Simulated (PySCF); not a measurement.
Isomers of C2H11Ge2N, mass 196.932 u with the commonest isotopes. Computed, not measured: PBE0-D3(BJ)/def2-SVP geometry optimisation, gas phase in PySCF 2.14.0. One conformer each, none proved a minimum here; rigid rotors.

Question: Order these by rotational constant A, largest first.
A. `[CH3:1][NH:2][GeH2:3][CH2:4][GeH3:5]` with C1–N2–Ge3–C4 -71°, N2–Ge3–C4–Ge5 -39°
B. `[CH3:1][CH2:2][N:3]([GeH3:4])[GeH3:5]` with C1–C2–N3–Ge4 83°
C. `[CH3:1][CH2:2][GeH2:3][NH:4][GeH3:5]` with C1–C2–Ge3–N4 55°, C2–Ge3–N4–Ge5 69°

Answer: C (3205 MHz), A (2883 MHz), B (2267 MHz).

Question: Order these by rotational constant B, smallest first.
A. `[CH3:1][CH2:2][N:3]([GeH3:4])[GeH3:5]` with C1–C2–N3–Ge4 83°
B. `[CH3:1][CH2:2][GeH2:3][NH:4][GeH3:5]` with C1–C2–Ge3–N4 55°, C2–Ge3–N4–Ge5 69°
C. `[CH3:1][NH:2][GeH2:3][CH2:4][GeH3:5]` with C1–N2–Ge3–C4 -71°, N2–Ge3–C4–Ge5 -39°

Answer: B (872.8 MHz), C (1010 MHz), A (1153 MHz).

Question: Order these by dipole moment, smallest first.
A. `[CH3:1][CH2:2][N:3]([GeH3:4])[GeH3:5]` with C1–C2–N3–Ge4 83°
B. `[CH3:1][NH:2][GeH2:3][CH2:4][GeH3:5]` with C1–N2–Ge3–C4 -71°, N2–Ge3–C4–Ge5 -39°
C. `[CH3:1][CH2:2][GeH2:3][NH:4][GeH3:5]` with C1–C2–Ge3–N4 55°, C2–Ge3–N4–Ge5 69°

Answer: A (0.46 D), C (0.92 D), B (1.05 D).

| SMILES | point group | Ia (u·Å²) | Ib (u·Å²) | Ic (u·Å²) | κ | μa (D) | μb (D) | μc (D) |
| --- | --- | --- | --- | --- | --- | --- | --- | --- |
| C[NH][GeH2][CH2][GeH3] | C1 | 175.31 | 500.52 | 617.25 | -0.81 | 0.99 | 0.14 | 0.34 |
| C[CH2][GeH2][NH][GeH3] | C1 | 157.67 | 579.01 | 675.54 | -0.90 | 0.48 | 0.67 | 0.41 |
| CC[N]([GeH3])[GeH3] | Cs | 222.94 | 438.14 | 614.83 | -0.54 | 0.00 | 0.46 | 0.04 |
